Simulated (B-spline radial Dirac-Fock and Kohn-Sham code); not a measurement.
**Core-level shifts of molybdenum with charge state**

Level of theory: multi-electron Dirac-Fock with separately optimised hole states, Breit and Lamb-shift corrections added in first order; an atomic code on a B-spline grid. Each ion is free and in its tabulated ground configuration. The model has no electron correlation.

Reference: Mo²⁴⁺, [Ne] 3s2 3p6, with 1s 21083.4 eV, 2s 3933.8 eV. Shifts from it, in eV (a dash: the subshell is empty, belongs to an open shell averaged over j, or its hole state is left out as unreliable):

| ion | configuration | 1s | 2s |
| --- | --- | --- | --- |
| Mo²⁵⁺ | [Ne] 3s2 3p5 | ? | ? |
| Mo²⁶⁺ | [Ne] 3s2 3p4 | +181.6 | +157.8 |
| Mo²⁷⁺ | [Ne] 3s2 3p3 | +275.2 | +238.7 |
| Mo²⁸⁺ | [Ne] 3s2 3p2 | +370.7 | +320.9 |
| Mo²⁹⁺ | [Ne] 3s2 3p1 | +468.0 | +404.4 |
| Mo³⁰⁺ | [Ne] 3s2 | +567.2 | +489.2 |
| Mo³¹⁺ | [Ne] 3s1 | – | – |
| Mo³²⁺ | [He] 2s2 2p6 | +758.3 | +651.0 |
| Mo³³⁺ | [He] 2s2 2p5 | +997.9 | +804.7 |
| Mo³⁴⁺ | [He] 2s2 2p4 | +1242.0 | +960.6 |

**Question.** Give the missing shifts for Mo²⁵⁺.

**Answer.** 1s +89.9, 2s +78.2 (eV).

Values without a named source are computed, but for edge energies of neutral atoms, which are taken from tables.
